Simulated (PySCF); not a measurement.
**Static response to an electric field**

Species: C₂H₆O₃SSi.
Geometry (GFN2-xTB, Å), atoms numbered from 1 in this order:
```xyz
13
C2H6O3SSi angstrom
C     -1.615   -0.588    0.739
Si    -0.334    0.382   -0.255
O      0.413    1.587    0.524
S     -1.192    1.249   -2.008
O      0.822   -0.723   -0.809
C      1.939   -0.981   -0.186
O      2.280   -0.510    0.862
H     -2.354    0.080    1.170
H     -1.149   -1.142    1.550
H     -2.144   -1.299    0.111
H      1.145    1.363    1.106
H     -0.367    2.283   -2.066
H      2.552   -1.701   -0.754
```

Level: CAM-B3LYP/def2-SVPD (PySCF), static field, nuclei fixed, core orbitals frozen in the response. The polarisability tensor in these axes (au):

```
x   80.47 -4.39  5.16
y   -4.39 72.53 -5.50
z    5.16 -5.50 79.83
```

Problem. Diagonalise the tensor; give its mean and Δα, where Δα² is half the sum of the squared differences of the eigenvalues.

Solution. Principal values 69.32, 75.12 and 88.39 au; mean 77.61 au = 11.50 Å³ = 12.80 × 10⁻⁴⁰ C²·m²/J; Δα = 16.94 au (22 % of the mean).

Problem. What is the dipole moment, and where does it point?

Solution. (-0.14, -1.23, 0.08) D, 1.24 D in size, pointing from the negative to the positive side. Measured along this direction, the outermost atoms are H12 at the negative end and H10 at the positive end.

Problem. Orientational against electronic polarisability at 350 K (dilute gas, rigid molecules)?

Solution. In Gaussian units μ²/3kT = 10.61 Å³ against 11.50 Å³, a ratio of 0.92; the Debye molar polarisation (4π/3)N_A(α + μ²/3kT) is 55.8 cm³/mol, leaving out the vibrational part.

Problem. Along which axes do the principal values lie, and how far do the nuclei extend along each?

Solution. Largest value along (0.65, -0.40, 0.65), where the nuclei span 4.81 Å; middle along (0.74, 0.13, -0.66), 4.67 Å; least along (0.18, 0.91, 0.39), 3.38 Å. 

Problem. Find the Langevin capture rate constant for O2+ (31.990 u) meeting this molecule (137.981 u), k = 2.342 × 10⁻⁹ cm³/s × √(α in Å³ / reduced mass in u).

Solution. The reduced mass is 25.97 u, so k = 1.56 × 10⁻⁹ cm³/s. The formula leaves out the permanent dipole, which adds to the capture rate.

One conformer (not necessarily the lowest) at the GFN2-xTB geometry, without solvent, vibrations or thermal averaging. GFN2-xTB frequencies show an imaginary mode (45i cm⁻¹), so this geometry is no minimum at that level.
